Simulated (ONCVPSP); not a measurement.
Before and after: ONCV potential for thallium (Tl)

- Element: Tl
- Generator: ONCVPSP 4.0.1
- Type: optimised norm-conserving Vanderbilt (ONCV)
- Functional: LDA (Perdew-Wang 92)
- Relativity: fully relativistic
- Frozen core: [Kr] 4d10 4f14
- Valence charge: 21
- Reference configuration: 5s2 5p6 5d10 6s1.75 6p1.25
- Partial waves: 5s+6s: rc 1.40 bohr, ncon 3, nbas 6, qcut 7.1 1/bohr, 2 projectors; 5p+6p: rc 1.85 bohr, ncon 4, nbas 9, qcut 5.8 1/bohr, 2 projectors; 5d: rc 1.35 bohr, ncon 4, nbas 7, qcut 6.4 1/bohr, 2 projectors, debl 1 Ha
- Local potential: polynomial inside 1.25 bohr (lpopt 5, dvloc0 -1 Ha)
- Core correction: Teter function fitted to the true core (icmod 2), fcfact 0.35

Open shells are filled in proportion to 2j + 1.

Change: local potential polynomial inside 1.25 bohr (lpopt 5, dvloc0 -2 Ha).

Cutoffs: the cutoffs (Ha) at which the residual kinetic energy of the hardest occupied pseudo-wave falls to 1 and 0.1 mHa per electron; they do not see the model core or the augmentation charge, which bear on the density cutoff. Errors are all-electron minus pseudo energies relative to the spin-unpolarised reference configuration.

Q: Predict the effect on cutoff, ghosts and configuration errors.

A: The potential gets neither clearly harder nor softer (26 Ha and 71 Ha → 26 Ha and 71 Ha); the lowest positive-energy flag moves from s at 208.2 eV to p1/2 at 31.6 eV; the errors of the 3 common tests hardly move; the range in which the p1/2 phases agree narrows (upper end 4.8 → 1.0); neither file shows a bound ghost.

```csv
quantity,base,changed
"cutoff, loose",26 Ha,26 Ha
"cutoff, tight",71 Ha,71 Ha
bound ghosts,none,none
GHOST(+) flags under 300 eV,s at 208.2 eV,"p1/2 at 31.6 eV, s at 195.5 eV"
tests with a reliable result,3 of 4,3 of 4
"error for 5s2 5p6 5d10 6s2 6p1, meV [ΔE -1.80 eV]",-0.2,-0.2
"error for 5s2 5p6 5d10 6s2 6p0, meV [ΔE 3.71 eV]",-0.1,-0.1
"error for 5s2 5p6 5d10 6s1 6p0, meV [ΔE 24.91 eV]",-1.7,-1.6
s: phases at 1.42 bohr within 0.05 rad from the reference energy up to (Ha; the scan ends near 5),to the end of the scan,to the end of the scan
p3/2: phases at 1.88 bohr within 0.05 rad from the reference energy up to (Ha; the scan ends near 5),to the end of the scan,to the end of the scan
p1/2: phases at 1.88 bohr within 0.05 rad from the reference energy up to (Ha; the scan ends near 5),4.8,1.0
d5/2: phases at 1.37 bohr within 0.05 rad from the reference energy up to (Ha; the scan ends near 5),to the end of the scan,to the end of the scan
d3/2: phases at 1.37 bohr within 0.05 rad from the reference energy up to (Ha; the scan ends near 5),to the end of the scan,to the end of the scan
"rms error of d²Exc/dni dnj with the model core, mHa",3.02,3.02
```
